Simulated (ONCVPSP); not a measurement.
u(r) = r·R(r): atom against pseudo-atom (Cl (Z = 17))

Columns: radius, all-electron u(r) and pseudo u(r) of the 3s shell (level -20.69 eV) of chlorine in the configuration [Ne] 3s2 3p5; PBE, scalar-relativistic, ONCV scheme, ONCVPSP 4.0.1.

| r (bohr) | all-electron | pseudo |
| --- | --- | --- |
| 0.070 | 0.1978 | 0.0325 |
| 0.140 | -0.0841 | 0.0646 |
| 0.210 | -0.3274 | 0.0977 |
| 0.280 | -0.4307 | 0.1345 |
| 0.350 | -0.4103 | 0.1781 |
| 0.420 | -0.3060 | 0.2296 |
| 0.490 | -0.1554 | 0.2876 |
| 0.560 | 0.0133 | 0.3491 |
| 0.630 | 0.1814 | 0.4121 |
| 0.700 | 0.3375 | 0.4764 |
| 0.770 | 0.4751 | 0.5434 |
| 0.840 | 0.5917 | 0.6139 |
| 0.910 | 0.6871 | 0.6858 |
| 0.980 | 0.7617 | 0.7536 |
| 1.050 | 0.8171 | 0.8107 |
| 1.120 | 0.8548 | 0.8521 |
| 1.190 | 0.8772 | 0.8767 |
| 1.260 | 0.8865 | 0.8864 |
| 1.330 | 0.8847 | 0.8847 |
| 1.400 | 0.8739 | 0.8738 |
| 1.470 | 0.8558 | 0.8557 |
| 1.540 | 0.8320 | 0.8319 |
| 1.610 | 0.8039 | 0.8038 |
| 1.680 | 0.7726 | 0.7726 |
| 1.750 | 0.7392 | 0.7392 |
| 1.820 | 0.7044 | 0.7044 |

Q: How many radial nodes do the two functions have?

A: The all-electron 3s function has n − l − 1 = 2; the pseudo-wave has 0, since the states of the same l below it are removed with the core.

Q: At about which radius was the pseudo-wave matched?

A: 1.30 bohr. The columns agree to 0.0005 from 1.19 bohr on; several derivatives are matched, so the curves merge somewhat inside the radius.

Q: Is the pseudo-wave norm-conserving?

A: Yes: the ONCV scheme keeps the norm inside the radius equal to the all-electron one, which fixes the energy derivative of the logarithmic derivative at the level.
